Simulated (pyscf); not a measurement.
PySCF, gas phase, ωB97X-D3(BJ)/def2-SVP geometries.

### Question
What is the homolytic dissociation enthalpy (298 K, ωB97M-D3(BJ)/def2-TZVP) of the O–Ti bond of HO–Ti(OH)(OH)–O–SiH₃ (SMILES [OH][Ti]([OH])([OH])[O][SiH3]), to [HO–Ti(OH)–OH]• + •O–SiH₃?

### Answer
O–Ti to [HO–Ti(OH)–OH]• + •O–SiH₃: 4.53 eV. The 7 functionals that were run give +4.40 (M06-2X) to +4.82 eV (r²SCAN). The radicals are drawn with the spin at the cut bond; how far it spreads was not checked. •O–SiH₃ lies 1.08 eV over its isomer HO–SiH₂•, and others may lie lower still (electronic energy, ωB97M-D3(BJ)). Other isomers of [HO–Ti(OH)–OH]• were not searched in full and may lie lower. Open-shell species with a d-block atom are single-reference here; other states, and whether the spin sits on metal or ligand, were not checked.
